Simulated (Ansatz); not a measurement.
Ansatz (a program for electronic structure) input file for heptafluorocyclopentane (C₅H₃F₇), SMILES FC1CC(F)(F)C(F)(F)C1(F)F, PBE0-D3(BJ)/def2-SVP. 

Ansatz 0.2 input:
```yaml
crystal:
  periodic: [false, false, false]
  atoms:
    - {symbol: F, position_ang: [2.22733152, -0.32238650, -0.83388311]}
    - {symbol: C, position_ang: [1.58516387, -0.21762443, 0.36544532]}
    - {symbol: C, position_ang: [0.70636899, -1.44715320, 0.60980818]}
    - {symbol: C, position_ang: [-0.71774867, -1.08739143, 0.16039055]}
    - {symbol: F, position_ang: [-1.19669738, -1.94086756, -0.76356096]}
    - {symbol: F, position_ang: [-1.58290285, -1.13520536, 1.19770794]}
    - {symbol: C, position_ang: [-0.65897432, 0.37071741, -0.39629427]}
    - {symbol: F, position_ang: [-1.77818628, 1.06528961, -0.15244040]}
    - {symbol: F, position_ang: [-0.47825945, 0.35374700, -1.72907029]}
    - {symbol: C, position_ang: [0.59287668, 0.96294019, 0.30548795]}
    - {symbol: F, position_ang: [1.08198746, 2.05204240, -0.29752398]}
    - {symbol: F, position_ang: [0.26465424, 1.32457129, 1.56880209]}
    - {symbol: H, position_ang: [2.35109136, -0.05245600, 1.13037385]}
    - {symbol: H, position_ang: [0.68655023, -1.71941130, 1.66498728]}
    - {symbol: H, position_ang: [1.07489396, -2.29178183, 0.02533085]}
basis:
  gaussian:
    orbitals: def2-SVP
hamiltonian:
  xc: pbe0
  dispersion: d3bj
relax: {f_tol: 0.002, max_steps: 200}
```

Log of the run:

```
[...]
the calculation of the forces begins
reference -24209.33776727 eV, -889.6767532688 hartree; 48, 48 occupied and 135, 135 virtual orbitals, 1990 factors
relax step  30: F+E_penalty+E_count = -24209.66046119 eV  Δ(F+E_penalty+E_count) = -4.204e-4 eV  max|allowed force component| = 2.126e-2 eV/Å  Δτ_max = 0.0399 Å  (30 SCF iters, accepted)
these checks for a lower state are left out or cut short: starts, cluster_reference, orbital_swaps, neighbouring_geometries, increment
integrals: 0.26 GiB planned
1990 factors; integrals over basis functions are off by at most 3.4e-4 eV
mean field: 1.58 GiB planned
mean field -24209.33725039 eV, -889.6767342738 hartree, gradient 1.5e-5 eV, S^2 0.000000; 0 other end points of the search recorded, 0 dependent functions left out
the calculation of the forces begins
reference -24209.33726805 eV, -889.6767349225 hartree; 48, 48 occupied and 135, 135 virtual orbitals, 1990 factors
relax step  31: F+E_penalty+E_count = -24209.65990903 eV  Δ(F+E_penalty+E_count) = +5.522e-4 eV  max|allowed force component| = 1.771e-1 eV/Å  Δτ_max = 0.1116 Å  (28 SCF iters, rejected (line search))
these checks for a lower state are left out or cut short: starts, cluster_reference, orbital_swaps, neighbouring_geometries, increment
integrals: 0.26 GiB planned
1990 factors; integrals over basis functions are off by at most 3.2e-4 eV
mean field: 1.58 GiB planned
mean field evaluation 224: about -24209.3271 eV, gradient 2.5e-1 eV
mean field -24209.32725631 eV, -889.6763669980 hartree, gradient 7.8e-6 eV, S^2 0.000000; 0 other end points of the search recorded, 0 dependent functions left out
the calculation of the forces begins
reference -24209.32727381 eV, -889.6763676411 hartree; 48, 48 occupied and 135, 135 virtual orbitals, 1990 factors
relax step  32: F+E_penalty+E_count = -24209.64984994 eV  Δ(F+E_penalty+E_count) = +1.061e-2 eV  max|allowed force component| = 2.294e-1 eV/Å  Δτ_max = 0.0558 Å  (30 SCF iters, rejected (line search))
these checks for a lower state are left out or cut short: starts, cluster_reference, orbital_swaps, neighbouring_geometries, increment
integrals: 0.26 GiB planned
1990 factors; integrals over basis functions are off by at most 3.2e-4 eV
mean field: 1.58 GiB planned
mean field -24209.33802161 eV, -889.6767626155 hartree, gradient 7.2e-6 eV, S^2 0.000000; 0 other end points of the search recorded, 0 dependent functions left out
the calculation of the forces begins
reference -24209.33803915 eV, -889.6767632602 hartree; 48, 48 occupied and 135, 135 virtual orbitals, 1990 factors
relax step  33: F+E_penalty+E_count = -24209.66074823 eV  Δ(F+E_penalty+E_count) = -2.870e-4 eV  max|allowed force component| = 3.003e-3 eV/Å  Δτ_max = 0.0220 Å  (30 SCF iters, accepted)
these checks for a lower state are left out or cut short: starts, cluster_reference, orbital_swaps, neighbouring_geometries, increment
integrals: 0.26 GiB planned
1990 factors; integrals over basis functions are off by at most 3.3e-4 eV
mean field: 1.58 GiB planned
mean field -24209.33853817 eV, -889.6767815988 hartree, gradient 7.5e-6 eV, S^2 0.000000; 0 other end points of the search recorded, 0 dependent functions left out
the calculation of the forces begins
reference -24209.33855576 eV, -889.6767822450 hartree; 48, 48 occupied and 135, 135 virtual orbitals, 1990 factors
relax step  34: F+E_penalty+E_count = -24209.66126768 eV  Δ(F+E_penalty+E_count) = -5.195e-4 eV  max|allowed force component| = 2.580e-2 eV/Å  Δτ_max = 0.0550 Å  (30 SCF iters, accepted)
these checks for a lower state are left out or cut short: starts, cluster_reference, orbital_swaps, neighbouring_geometries, increment
integrals: 0.26 GiB planned
1990 factors; integrals over basis functions are off by at most 3.4e-4 eV
mean field: 1.58 GiB planned
mean field -24209.33830406 eV, -889.6767729954 hartree, gradient 9.4e-6 eV, S^2 0.000000; 0 other end points of the search recorded, 0 dependent functions left out
the calculation of the forces begins
reference -24209.33832177 eV, -889.6767736463 hartree; 48, 48 occupied and 135, 135 virtual orbitals, 1990 factors
relax step  35: F+E_penalty+E_count = -24209.66099117 eV  Δ(F+E_penalty+E_count) = +2.765e-4 eV  max|allowed force component| = 1.117e-1 eV/Å  Δτ_max = 0.0729 Å  (29 SCF iters, rejected (line search))
these checks for a lower state are left out or cut short: starts, cluster_reference, orbital_swaps, neighbouring_geometries, increment
integrals: 0.26 GiB planned
1990 factors; integrals over basis functions are off by at most 3.3e-4 eV
mean field: 1.58 GiB planned
mean field evaluation 256: about -24209.3388 eV, gradient 7.4e-6 eV
mean field -24209.33878843 eV, -889.6767907954 hartree, gradient 7.4e-6 eV, S^2 0.000000; 0 other end points of the search recorded, 0 dependent functions left out
the calculation of the forces begins
reference -24209.33880607 eV, -889.6767914438 hartree; 48, 48 occupied and 135, 135 virtual orbitals, 1990 factors
relax step  36: F+E_penalty+E_count = -24209.66152951 eV  Δ(F+E_penalty+E_count) = -2.618e-4 eV  max|allowed force component| = 3.274e-2 eV/Å  Δτ_max = 0.0356 Å  (30 SCF iters, accepted)
these checks for a lower state are left out or cut short: starts, cluster_reference, orbital_swaps, neighbouring_geometries, increment
integrals: 0.26 GiB planned
1990 factors; integrals over basis functions are off by at most 3.3e-4 eV
mean field: 1.58 GiB planned
mean field -24209.33893970 eV, -889.6767963546 hartree, gradient 7.5e-6 eV, S^2 0.000000; 0 other end points of the search recorded, 0 dependent functions left out
the calculation of the forces begins
reference -24209.33895742 eV, -889.6767970057 hartree; 48, 48 occupied and 135, 135 virtual orbitals, 1990 factors
relax step  37: F+E_penalty+E_count = -24209.66169639 eV  Δ(F+E_penalty+E_count) = -1.669e-4 eV  max|allowed force component| = 4.654e-2 eV/Å  Δτ_max = 0.0410 Å  (30 SCF iters, accepted)
these checks for a lower state are left out or cut short: starts, cluster_reference, orbital_swaps, neighbouring_geometries, increment
integrals: 0.26 GiB planned
1990 factors; integrals over basis functions are off by at most 3.4e-4 eV
mean field: 1.58 GiB planned
mean field -24209.33907463 eV, -889.6768013131 hartree, gradient 7.4e-6 eV, S^2 0.000000; 0 other end points of the search recorded, 0 dependent functions left out
the calculation of the forces begins
reference -24209.33909236 eV, -889.6768019649 hartree; 48, 48 occupied and 135, 135 virtual orbitals, 1990 factors
relax step  38: F+E_penalty+E_count = -24209.66183341 eV  Δ(F+E_penalty+E_count) = -1.370e-4 eV  max|allowed force component| = 3.615e-2 eV/Å  Δτ_max = 0.0124 Å  (31 SCF iters, accepted)
these checks for a lower state are left out or cut short: starts, cluster_reference, orbital_swaps, neighbouring_geometries, increment
integrals: 0.26 GiB planned
1990 factors; integrals over basis functions are off by at most 3.4e-4 eV
mean field: 1.58 GiB planned
mean field -24209.33914773 eV, -889.6768039996 hartree, gradient 7.5e-6 eV, S^2 0.000000; 0 other end points of the search recorded, 0 dependent functions left out
the calculation of the forces begins
reference -24209.33916548 eV, -889.6768046521 hartree; 48, 48 occupied and 135, 135 virtual orbitals, 1990 factors
relax step  39: F+E_penalty+E_count = -24209.66194470 eV  Δ(F+E_penalty+E_count) = -1.113e-4 eV  max|allowed force component| = 2.520e-2 eV/Å  Δτ_max = 0.0143 Å  (31 SCF iters, accepted)
these checks for a lower state are left out or cut short: starts, cluster_reference, orbital_swaps, neighbouring_geometries, increment
integrals: 0.26 GiB planned
1990 factors; integrals over basis functions are off by at most 3.4e-4 eV
mean field: 1.58 GiB planned
mean field -24209.33917073 eV, -889.6768048450 hartree, gradient 7.5e-6 eV, S^2 0.000000; 0 other end points of the search recorded, 0 dependent functions left out
the calculation of the forces begins
reference -24209.33918850 eV, -889.6768054980 hartree; 48, 48 occupied and 135, 135 virtual orbitals, 1990 factors
relax step  40: F+E_penalty+E_count = -24209.66200052 eV  Δ(F+E_penalty+E_count) = -5.582e-5 eV  max|allowed force component| = 1.405e-2 eV/Å  Δτ_max = 0.0162 Å  (31 SCF iters, accepted)
these checks for a lower state are left out or cut short: starts, cluster_reference, orbital_swaps, neighbouring_geometries, increment
integrals: 0.26 GiB planned
1990 factors; integrals over basis functions are off by at most 3.4e-4 eV
mean field: 1.58 GiB planned
mean field evaluation 288: about -24209.3392 eV, gradient 8.9e-5 eV
mean field -24209.33918386 eV, -889.6768053274 hartree, gradient 7.5e-6 eV, S^2 0.000000; 0 other end points of the search recorded, 0 dependent functions left out
the calculation of the forces begins
reference -24209.33920163 eV, -889.6768059806 hartree; 48, 48 occupied and 135, 135 virtual orbitals, 1990 factors
relax step  41: F+E_penalty+E_count = -24209.66201305 eV  Δ(F+E_penalty+E_count) = -1.253e-5 eV  max|allowed force component| = 3.347e-3 eV/Å  Δτ_max = 0.0102 Å  (31 SCF iters, accepted)
these checks for a lower state are left out or cut short: starts, cluster_reference, orbital_swaps, neighbouring_geometries, increment
integrals: 0.26 GiB planned
1990 factors; integrals over basis functions are off by at most 3.4e-4 eV
mean field: 1.58 GiB planned
mean field -24209.33918513 eV, -889.6768053742 hartree, gradient 4.0e-5 eV, S^2 0.000000; 0 other end points of the search recorded, 0 dependent functions left out
the calculation of the forces begins
reference -24209.33920291 eV, -889.6768060274 hartree; 48, 48 occupied and 135, 135 virtual orbitals, 1990 factors
relax step  42: F+E_penalty+E_count = -24209.66201430 eV  Δ(F+E_penalty+E_count) = -1.245e-6 eV  max|allowed force component| = 1.428e-3 eV/Å  Δτ_max = 0.0008 Å  (20 SCF iters, accepted)
integrals: 0.26 GiB planned
1990 factors; integrals over basis functions are off by at most 3.4e-4 eV
mean field: 1.58 GiB planned
mean field -24209.33918513 eV, -889.6768053742 hartree, gradient 4.0e-5 eV, S^2 0.000000; 1 other end points of the search recorded, 0 dependent functions left out
the calculation of the forces begins
reference -24209.33920291 eV, -889.6768060274 hartree; 48, 48 occupied and 135, 135 virtual orbitals, 1990 factors
Total energy: -24209.66203207 eV, -889.6886697804 hartree
Atom 0 at     2.019903    -0.480794    -0.974262 Å, force    -0.000057     0.000033     0.000047 eV/Å
Atom 1 at     1.578733    -0.262164     0.299737 Å, force    -0.000517     0.000136     0.000434 eV/Å
Atom 2 at     0.663086    -1.388116     0.742074 Å, force    -0.000299    -0.000080    -0.000008 eV/Å
Atom 3 at    -0.667599    -1.126379     0.043082 Å, force     0.000221     0.000917    -0.000375 eV/Å
Atom 4 at    -0.774834    -1.840749    -1.087706 Å, force     0.000022    -0.000375    -0.000407 eV/Å
Atom 5 at    -1.712631    -1.431429     0.827375 Å, force    -0.000162    -0.000317     0.000553 eV/Å
Atom 6 at    -0.685263     0.402490    -0.307186 Å, force     0.000047    -0.001428    -0.000197 eV/Å
Atom 7 at    -1.744244     1.011902     0.226018 Å, force     0.000086     0.000437     0.000203 eV/Å
Atom 8 at    -0.693105     0.581117    -1.628715 Å, force     0.000210     0.000357     0.000435 eV/Å
Atom 9 at     0.640841     0.944168     0.281763 Å, force    -0.000550     0.000601     0.000617 eV/Å
Atom 10 at     1.117198     1.981897    -0.399883 Å, force     0.000609     0.000377    -0.000446 eV/Å
Atom 11 at     0.417183     1.317303     1.558792 Å, force    -0.000010    -0.000322    -0.000844 eV/Å
Atom 12 at     2.437959    -0.085867     0.964960 Å, force     0.000130    -0.000005    -0.000125 eV/Å
Atom 13 at     0.501184    -1.330449     1.827043 Å, force     0.000049    -0.000170     0.000235 eV/Å
Atom 14 at     1.059738    -2.377900     0.482469 Å, force     0.000220    -0.000162    -0.000124 eV/Å
Dipole moment:     0.397804    -0.281410     0.445952 e Å
```

The run converged.
